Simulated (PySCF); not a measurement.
## Structure elucidation problem

An unknown has the formula C$_{7}$H$_{14}$. Its calculated NMR data are:

$^{1}$H NMR (300 MHz, computed): δ 1.21 (s, 14H).

$^{13}$C{$^{1}$H} NMR (computed): δ 26.8.

One conformer, gas phase, one averaged value for each set of equivalent atoms, relativity neglected. NMR shieldings at HF/pcSseg-1/GIAO; coordinates at the PBE0-D3(BJ)/def2-SVP level; spin–spin couplings from B3LYP/pcJ-1 (without the spin–dipole term); PySCF 2.14.

Referencing at the same level of theory: $^{1}$H and $^{13}$C against TMS.

**Question.** What is the structure?

**Answer.** 
The formula gives 1 degree of unsaturation (1 ring in the answer). 1 carbon signal for 7 carbons: some carbons are equivalent by symmetry or fast rotation. Carbon types of the structure: 7 × CH2, which accounts for all hydrogens. δC 26.8: sp3 CH2 in a ring; aliphatic region, no heteroatom directly attached. δH 1.21: hydrogen on an sp3 CH2 in a ring; far from electronegative atoms and π systems.

The compound is cycloheptane (SMILES C1CCCCCC1).

The shifts were computed for this structure.

Shifts are as computed. Against solution values, carbons near 30 ppm lie about -0 ppm off and those near 130 ppm about +7 ppm. Of 1211 compounds with measured shifts, 218 miss one by over three times the rms of a fit or turn the order of signals round; such compounds aren't used in these exercises.
